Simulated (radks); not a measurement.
The calcium ion Ca+ inside a hard spherical wall (all orbitals vanish at R), configuration held at [Ar] 4s1 and not refilled when levels cross. Method: scalar-relativistic Kohn-Sham, LDA (Slater exchange, VWN5 correlation), spin-polarised, spherical densities, finite nucleus; open shells are filled with parallel spins first; Fermi nuclear charge, rms radius 3.4776 fm; computed with a radial shooting solver on a logarithmic mesh with Libxc functionals. Eigenvalues in eV for spin up, with the zero of energy where the potential of the charges vanishes at infinity; a dash marks a level that is unbound or too diffuse for the functional's potential to be trusted. A positive occupied level is held by the wall or, in an anion where self-interaction has pushed it up, behind a barrier. The pressure on the wall is -dE/dV.

R (bohr)  E (hartree)  kinetic (hartree)    e(2p)    e(3s)    e(3p)   e(4s)  e(3d, empty)  e(4p, empty)  pressure (GPa)
free       -678.46821            682.657  -341.62  -53.807  -34.942  -9.499        -8.731        -6.336               0
15         -678.46821            682.657  -341.62  -53.807  -34.942  -9.499        -8.731        -6.336        < 0.0001
12         -678.46820            682.657  -341.62  -53.806  -34.941  -9.498        -8.730        -6.331        0.000254
10         -678.46803            682.659  -341.61  -53.793  -34.928  -9.487        -8.719        -6.293         0.00585
8          -678.46566            682.680  -341.48  -53.678  -34.816  -9.366        -8.618        -6.009           0.118
7          -678.45947            682.721  -341.27  -53.482  -34.625  -9.104        -8.440        -5.503           0.500
3          -677.28466            687.108  -330.87  -45.986  -27.010  21.240         1.671        31.609             489
2.5        -675.67350            692.822  -320.50  -39.020  -19.370  52.242        11.191        64.677            1940
1.5        -653.40373            755.428  -244.58   36.349   60.663  328.74        90.428        333.37           67800
